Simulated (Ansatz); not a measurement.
Total energies of ScCl3 from Ansatz at PBE0-D4/def2-TZVPD, gas phase (1 Eh = 27.2114 eV = 2625.5 kJ/mol). The reference geometry is relaxed at B3LYP-D4/def2-SVP.

```json
{"state": "charge 0 singlet", "geometry": "reference", "energy (Eh)": "-2140.96329"}
{"state": "charge -1 doublet", "geometry": "reference", "energy (Eh)": "-2141.02542"}
{"state": "free Sc atom (doublet)", "geometry": "–", "energy (Eh)": "-760.41832"}
{"state": "free Cl atom (doublet)", "geometry": "–", "energy (Eh)": "-459.99797"}
```

(1) Work out the vertical electron affinity, to the doublet.

(2) What is the binding energy per atom against free atoms?

(1) E(charge 0 singlet) − E(charge -1 doublet) = -2140.96329 − (-2141.02542) = 0.06213 Eh = 1.69 eV.

(2) Atoms: 1 × (-760.41832) + 3 × (-459.99797) = -2140.41223 Eh. Binding: -2140.41223 − (-2140.96329) = 0.55106 Eh = 15.00 eV, or 3.75 eV for each of 4 atoms (no zero-point energy, no counterpoise term).

At PBE0-D4/def2-TZVPD the highest occupied level of the charge -1 doublet lies above zero (up to 0.04 eV). By energy differences its removal costs 1.69 eV (vertical, to the charge 0 singlet, at PBE0-D4/def2-TZVPD); a positive level beside a positive removal energy at the same level points to self-interaction error.
